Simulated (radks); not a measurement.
Charge is removed step by step from the 4p1/2 level of Ge, starting from [Ar] 3d10 4s2 4p(1/2: 2, 3/2: 0). All-electron calculation, Dirac Kohn-Sham, PBE, spin-unpolarised, spherical densities, finite nucleus; Fermi nuclear charge, rms radius 4.0742 fm. Program: a radial shooting solver on a logarithmic mesh with Libxc functionals.

removed (e)	E - E(0) (eV)	eigenvalue (eV)	E minus straight line (eV)
0	0.000	-3.947	0.000
0.25	1.198	-5.656	-0.685
0.5	2.837	-7.470	-0.929
0.75	4.941	-9.377	-0.708
1	7.532	-11.366	0.000

Removing the whole electron costs 7.532 eV by Delta-SCF, against 3.947 eV from minus the eigenvalue at the starting occupation. Slater's transition state (half an electron removed) gives 7.470 eV. Integrating minus the eigenvalue over the occupation (Janak's theorem) gives 7.532 eV. The mean slope of the eigenvalue, de/dn, is 7.42 eV per electron. Ionisation energy of Ge in the NIST Atomic Spectra Database: 7.899 eV (measured).

Beside tabulated values, note that spin-unpolarised runs miss the spin-polarisation part of the exchange energy of open shells.
